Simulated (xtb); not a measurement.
H$_{18}$N$_{6}$Ru, charge +2, singlet, from a rough starting geometry (GFN-xTB shapes and energies of metal compounds can be far from the true ones); xtb with GFN2-xTB.

Here is a job for xtb.
```
$ xtb mol.xyz --gfn 2 --chrg 2 --opt vtight --json

# file mol.xyz
25

Ru     0.02533888     0.00297209    -0.00353053
N      0.95506725    -1.41704759     1.38980920
H      0.33887310    -1.81142620     2.08468509
H      1.75500888    -0.99401722     1.93305757
H      1.34899557    -2.26505801     0.88326505
N     -1.21969337    -1.64917637    -0.80386960
H     -1.95438700    -1.98463593    -0.19509786
H     -0.61836647    -2.49354177    -0.90580495
H     -1.54385326    -1.48159862    -1.77039605
N     -1.58927094     0.38161092     1.41635343
H     -1.53310679    -0.19974905     2.21441257
H     -2.52637096     0.28863909     1.05138472
H     -1.55752289     1.32852852     1.85857060
N      1.59548815    -0.38921633    -1.48450338
H      1.21979536    -0.66762311    -2.32588228
H      2.29905818    -1.04213131    -1.16354135
H      2.15438947     0.44578481    -1.67380470
N      1.18279916     1.63322389     0.84800440
H      1.66001530     1.41447645     1.67880918
H      0.56752856     2.44882773     1.07290408
H      1.80213713     2.04705894     0.20547463
N     -0.90864935     1.44555539    -1.35778311
H     -1.45150898     0.92729408    -2.13904767
H     -0.27400734     1.95325249    -1.80114416
H     -1.61454195     2.06297398    -0.92149357
```

It wrote (shortened):

```
   ID    Z sym.   atoms
    1   44 Ru     1
    2    7 N      2, 6, 10, 14, 18, 22
    3    1 H      3-5, 7-9, 11-13, 15-17, 19-21, 23-25

           -------------------------------------------------
          |                Calculation Setup                |
           -------------------------------------------------

molecular fragmentation (1/2 indicates fragments):
1111111111111111111112222
# atoms in fragment 1/2:    21     4
 fragment masses (1/2) :      186.22       17.03
CMA distance (Bohr)    :   4.649
constraining FC (au)   :  0.0500

           -------------------------------------------------
          |                 G F N 2 - x T B                 |
           -------------------------------------------------

          ...................................................
          :                      SETUP                      :
          :.................................................:
          :  # basis functions                  52          :
          :  # atomic orbitals                  51          :
          :  # shells                           33          :
          :  # electrons                        54          :
          :  max. iterations                   250          :
          :  Hamiltonian                  GFN2-xTB          :
          :  restarted?                      false          :
          :  GBSA solvation                  false          :
          :  PC potential                    false          :
          :  electronic temp.          300.0000000     K    :
          :  accuracy                    1.0000000          :
          :  -> integral cutoff          0.2500000E+02      :
          :  -> integral neglect         0.1000000E-07      :
          :  -> SCF convergence          0.1000000E-05 Eh   :
          :  -> wf. convergence          0.1000000E-03 e    :
          :  Broyden damping             0.4000000          :
          :  net charge                          2          :
          :  unpaired electrons                  0          :
          ...................................................

 iter      E             dE          RMSdq      gap      omega  full diag
   1    -26.1204923 -0.261205E+02  0.105E+01    2.76       0.0  T
   2    -28.1146749 -0.199418E+01  0.617E+00    0.30       1.0  T
   3    -29.3452127 -0.123054E+01  0.334E+00    2.27       1.0  T
   4    -29.3846265 -0.394138E-01  0.151E+00    2.45       1.0  T
   5    -29.3769706  0.765590E-02  0.742E-01    2.52       1.0  T
   6    -29.3865395 -0.956884E-02  0.263E-01    2.42       1.0  T
   7    -29.3865087  0.307531E-04  0.105E-01    2.40       1.0  T
   8    -29.3866664 -0.157690E-03  0.447E-02    2.41       1.0  T
   9    -29.3866572  0.923307E-05  0.243E-02    2.42       1.0  T
  10    -29.3866708 -0.136018E-04  0.481E-03    2.41       4.2  T
  11    -29.3866708 -0.510715E-07  0.214E-03    2.41       9.3  T
  12    -29.3866708 -0.700759E-08  0.824E-04    2.41      24.3  T
  13    -29.3866708 -0.852243E-09  0.224E-04    2.41      89.4  T

   *** convergence criteria satisfied after 13 iterations ***

         :::::::::::::::::::::::::::::::::::::::::::::::::::::
         ::                     SUMMARY                     ::
         :::::::::::::::::::::::::::::::::::::::::::::::::::::
         :: total energy             -29.041379695053 Eh    ::
         :: gradient norm              0.210403691519 Eh/a0 ::
         :: HOMO-LUMO gap              2.412407648528 eV    ::
         ::.................................................::
         :: SCC energy               -29.386354692427 Eh    ::
         :: -> isotropic ES            0.302943470460 Eh    ::
         :: -> anisotropic ES         -0.025746324355 Eh    ::
         :: -> anisotropic XC          0.017017332751 Eh    ::
         :: -> dispersion             -0.015854128558 Eh    ::
         :: repulsion energy           0.344974997374 Eh    ::
         :: add. restraining           0.000000000000 Eh    ::
[...]
 * total energy  :   -29.0671349 Eh     change       -0.2315549E-05 Eh
 * total energy  :   -29.0671363 Eh     change       -0.1343517E-05 Eh
 * total energy  :   -29.0671375 Eh     change       -0.1271227E-05 Eh
 * total energy  :   -29.0671385 Eh     change       -0.9342999E-06 Eh
 * total energy  :   -29.0671390 Eh     change       -0.4982110E-06 Eh
 * total energy  :   -29.0671392 Eh     change       -0.2199271E-06 Eh
 * total energy  :   -29.0671394 Eh     change       -0.2070131E-06 Eh
 * total energy  :   -29.0671396 Eh     change       -0.2081889E-06 Eh
 * total energy  :   -29.0671398 Eh     change       -0.1652509E-06 Eh
 * total energy  :   -29.0671400 Eh     change       -0.2107560E-06 Eh
 * total energy  :   -29.0671402 Eh     change       -0.2690691E-06 Eh
 * total energy  :   -29.0671403 Eh     change       -0.7844048E-07 Eh
   *** GEOMETRY OPTIMIZATION CONVERGED AFTER 68 ITERATIONS ***
         :: total energy             -29.067140316265 Eh    ::
[...]
    11   1 H        0.860     0.218     1.019     1.581
    12   1 H        0.860     0.221     1.006     1.571
    13   1 H        0.860     0.219     1.013     1.577
    14   7 N        3.332    -0.279    27.199     7.746
    15   1 H        0.860     0.221     1.006     1.571
    16   1 H        0.860     0.219     1.013     1.576
    17   1 H        0.860     0.218     1.019     1.581
    18   7 N        3.332    -0.279    27.200     7.746
    19   1 H        0.860     0.221     1.006     1.571
    20   1 H        0.860     0.219     1.013     1.577
    21   1 H        0.860     0.218     1.019     1.582
    22   7 N        3.332    -0.279    27.199     7.746
    23   1 H        0.860     0.218     1.019     1.581
    24   1 H        0.859     0.221     1.006     1.571
    25   1 H        0.860     0.219     1.013     1.577

 Mol. C6AA /au·bohr⁶  :       4492.262570
 Mol. C8AA /au·bohr⁸  :     151398.734885
 Mol. α(0) /au        :        113.339222

Wiberg/Mayer (AO) data.
largest (>0.10) Wiberg bond orders for each atom

 ---------------------------------------------------------------------------
     #   Z sym  total        # sym  WBO       # sym  WBO       # sym  WBO
 ---------------------------------------------------------------------------
     1  44 Ru   3.771 --    22 N    0.555    14 N    0.555     6 N    0.555
                            18 N    0.555    10 N    0.555     2 N    0.555
     2   7 N    3.381 --     3 H    0.923     5 H    0.923     4 H    0.921
                             1 Ru   0.555
     3   1 H    0.952 --     2 N    0.923
     4   1 H    0.951 --     2 N    0.921
     5   1 H    0.952 --     2 N    0.923
     6   7 N    3.381 --     9 H    0.923     8 H    0.923     7 H    0.921
                             1 Ru   0.555
     7   1 H    0.951 --     6 N    0.921
     8   1 H    0.952 --     6 N    0.923
     9   1 H    0.952 --     6 N    0.923
    10   7 N    3.381 --    11 H    0.923    13 H    0.923    12 H    0.921
                             1 Ru   0.555
    11   1 H    0.952 --    10 N    0.923
    12   1 H    0.951 --    10 N    0.921
    13   1 H    0.952 --    10 N    0.923
    14   7 N    3.381 --    17 H    0.923    16 H    0.923    15 H    0.921
                             1 Ru   0.555
    15   1 H    0.951 --    14 N    0.921
    16   1 H    0.952 --    14 N    0.923
    17   1 H    0.952 --    14 N    0.923
    18   7 N    3.381 --    21 H    0.923    20 H    0.923    19 H    0.921
                             1 Ru   0.555
    19   1 H    0.951 --    18 N    0.921
    20   1 H    0.952 --    18 N    0.923
    21   1 H    0.952 --    18 N    0.923
    22   7 N    3.381 --    23 H    0.923    25 H    0.923    24 H    0.921
                             1 Ru   0.555
    23   1 H    0.952 --    22 N    0.923
    24   1 H    0.951 --    22 N    0.921
    25   1 H    0.952 --    22 N    0.923
 ---------------------------------------------------------------------------

Topologies differ in total number of bonds
Writing topology from bond orders to xtbtopo.mol

molecular dipole:
                 x           y           z       tot (Debye)
 q only:        0.017      -0.002       0.013
   full:        0.017      -0.002       0.013       0.056
molecular quadrupole (traceless):
                xx          xy          yy          xz          yz          zz
 q only:       -0.010      -0.041       0.054      -0.008       0.025      -0.043
  q+dip:       -0.008      -0.043       0.056      -0.009       0.027      -0.048
   full:       -0.008      -0.043       0.056      -0.009       0.027      -0.048

optimized geometry written to: xtbopt.xyz

           -------------------------------------------------
          | TOTAL ENERGY              -29.067140316265 Eh   |
          | GRADIENT NORM               0.000165010478 Eh/α |
          | HOMO-LUMO GAP               2.480193988553 eV   |
           -------------------------------------------------
```
